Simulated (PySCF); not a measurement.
Species: C7H12.
SMILES: `C[C@]12CC[C@H]1CC2`

The calculation used TDDFT CAM-B3LYP/def2-SVPD, vertical, gas phase, core orbitals frozen in the response (PySCF 2.14.0, density-fitted response routines). Geometry: GFN2-xTB; no solvent, vibrations or thermal averaging.

```json
{"state": "S1", "E (eV)": "7.53", "ν̃ (cm⁻¹)": "60710", "f": "0.025", "symmetry": "A′", "main configurations (H = HOMO, L = LUMO)": "H→L (92%)"}
{"state": "S2", "E (eV)": "7.75", "ν̃ (cm⁻¹)": "62550", "f": "0.0064", "symmetry": "A″", "main configurations (H = HOMO, L = LUMO)": "H-1→L (93%)"}
{"state": "S3", "E (eV)": "7.90", "ν̃ (cm⁻¹)": "63700", "f": "0.022", "symmetry": "A′", "main configurations (H = HOMO, L = LUMO)": "H→L+1 (87%)"}
{"state": "S4", "E (eV)": "8.12", "ν̃ (cm⁻¹)": "65500", "f": "0.022", "symmetry": "A″", "main configurations (H = HOMO, L = LUMO)": "H-1→L+1 (86%)"}
{"state": "S5", "E (eV)": "8.26", "ν̃ (cm⁻¹)": "66650", "f": "0.050", "symmetry": "A″", "main configurations (H = HOMO, L = LUMO)": "H→L+2 (91%)"}
{"state": "S6", "E (eV)": "8.29", "ν̃ (cm⁻¹)": "66850", "f": "0.053", "symmetry": "A′", "main configurations (H = HOMO, L = LUMO)": "H→L+3 (71%), H→L+4 (14%)"}
{"state": "S7", "E (eV)": "8.38", "ν̃ (cm⁻¹)": "67560", "f": "0.032", "symmetry": "A′", "main configurations (H = HOMO, L = LUMO)": "H-2→L (62%), H-1→L+2 (26%)"}
{"state": "S8", "E (eV)": "8.46", "ν̃ (cm⁻¹)": "68250", "f": "0.0029", "symmetry": "A″", "main configurations (H = HOMO, L = LUMO)": "H-1→L+3 (70%), H-1→L+4 (21%)"}
```

Triplets, Tamm–Dancoff:

```csv
state,E (eV),λ (nm),"main configurations (H = HOMO, L = LUMO)"
T1,7.39,167.8,H→L (90%)
T2,7.61,163.0,H-1→L (89%)
T3,7.67,161.7,H→L+1 (78%)
```

The lowest singlet comes at 165 nm (726 kJ/mol) in the vacuum ultraviolet; it is weak; its leading configuration is HOMO→LUMO (92%). The most intense listed level is S6 at 8.29 eV (150 nm, f = 0.053), 0.76 eV above S1. Löwdin shares by element: HOMO carbon 62% or more (atoms not listed hold the other 38%); LUMO carbon 33% or more, hydrogen 6% or more (atoms not listed hold the other 61%). Weighted by f, the mean energy of these states is 8.13 eV. Orbital energies (eV): HOMO-3 -10.41, HOMO-2 -9.78, HOMO-1 -9.13, HOMO -8.91, LUMO 1.43, LUMO+1 1.85, LUMO+2 2.11. Of the 8 states listed, 6 reach f = 0.01 and none stays under 0.0005. No computed singlet lies in the visible range (380 to 750 nm); the lowest, at 165 nm, stands 4.26 eV above its violet end (3.26 eV). Symmetry labels in Cs follow from the direction of the transition dipole and are given only for states with f of 0.002 or more. The window holds the lowest 8 singlets.

The run took 51 s on one thread of an Arm Neoverse V2 (shared host).
